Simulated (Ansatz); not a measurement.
This geometry of CH₄F₂NSb (9 atoms, charge 0, multiplicity 1) is a first-order saddle point.

Theory: RKS PBE0-D4/def2-SVP in Ansatz.

```xyz
9
Properties=species:S:1:pos:R:3
F 1.112 1.336 1.127
C 0.965 0.588 -0.015
N 0.044 -0.476 0.204
Sb -1.851 -0.656 -0.402
F -1.396 1.111 -1.356
H 1.958 0.178 -0.271
H 0.570 1.225 -0.817
H 0.356 -1.201 0.846
H -1.669 -2.152 0.668
```

(1) Which two structures does it join? (They come from a converged band through this point; their orientation in space is the band's.)

(2) How far does it lie above each of them?

Results:

(1) No bond is made or broken. The height of Sb4 over the plane of its neighbours goes from 1.00 to -1.01 Å.

Image 0:

```xyz
9
Properties=species:S:1:pos:R:3
F 0.951 1.742 0.207
C 1.252 0.438 -0.143
N 0.239 -0.485 0.186
Sb -1.514 -0.504 -0.852
F -2.584 0.719 0.220
H 2.192 0.173 0.373
H 1.427 0.430 -1.234
H 0.171 -0.683 1.181
H -2.045 -1.877 0.045
```

Image 10:

```xyz
9
Properties=species:S:1:pos:R:3
F 1.444 1.509 0.841
C 1.239 0.516 -0.106
N 0.142 -0.309 0.187
Sb -1.768 0.208 -0.259
F -2.155 -1.271 -1.465
H 2.171 -0.073 -0.155
H 1.087 1.026 -1.074
H 0.304 -1.008 0.905
H -2.376 -0.644 1.111
```

(2) 41.3 kcal/mol above the first and 40.8 kcal/mol above the second. This is the barrier of this one path; another mechanism may lie lower.

Time of the run: 7.8 min on 2 threads of Arm Neoverse V2, on a shared host, peak memory 0.23 GiB.
